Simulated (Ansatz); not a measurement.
Job for Ansatz (a quantum-chemistry and plane-wave program): R-CCSD(T)/cc-pVDZ on HF (SMILES F).

Ansatz 0.2 input:
```yaml
crystal:
  periodic: [false, false, false]
  atoms:
    - {symbol: F, position_ang: [-0.00000000, 0.00000000, 0.46222970]}
    - {symbol: H, position_ang: [0.00000000, -0.00000000, -0.46222970]}
basis:
  gaussian:
    orbitals: cc-pVDZ
magnetization: {spin_polarized: false}
correlation: {method: ccsd_t, electrons: outside_noble_gas}
scf: {lower_state_search: off}
```

Problem. What total energy does the run end on?

Solution. -100.2281 hartree (reference determinant -100.0191, T1 diagnostic 0.006).
